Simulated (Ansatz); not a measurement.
System: sum formula SiN₃H₅F (charge 0, doublet). It need not be the lowest isomer of its formula. SMILES: [NH][Si](N)(N)F
Geometry from a B3LYP-D3(BJ)/def2-TZVP (Ansatz, a quantum-chemistry and plane-wave program) optimisation:
```xyz
10

Si     0.0386    -0.0061     0.0172
F     -0.1452    -0.7393     1.4292
N      1.5560    -0.5818    -0.5980
N     -0.0243     1.6930     0.1123
N     -1.2717    -0.5499    -0.9276
H      2.0217     0.0365    -1.2641
H     -0.8224     2.1580     0.5178
H      0.8163     2.2340     0.2360
H     -1.4955    -0.1076    -1.8041
H     -1.5738    -1.5107    -0.8962
```
Charge 0, spin multiplicity 2.

Parts of the frozen-core correlation energy in cc-pV(T+d)Z (Ansatz, hartree). Frozen orbitals: 9; correlated occupied orbitals by spin: 16 and 15; virtual: 204 and 205. Open shells are spin-unrestricted. No spin-orbit coupling. No relativistic terms.

| term | value |
|---|---|
| reference (HF) | -554.88822 |
| MP2 opposite-spin | [?] |
| MP2 same-spin | [?] |
| CCSD correlation | [?] |
| (T) | -0.03480 |
| T1 diagnostic | 0.013 |
| largest doubles amplitude | 0.013 |
| <S^2> of the reference | 0.759 |

### Question
What belongs in the gaps?

### Answer

- MP2 opposite-spin, value: -0.72477
- MP2 same-spin, value: -0.23868
- CCSD correlation, value: -0.99547
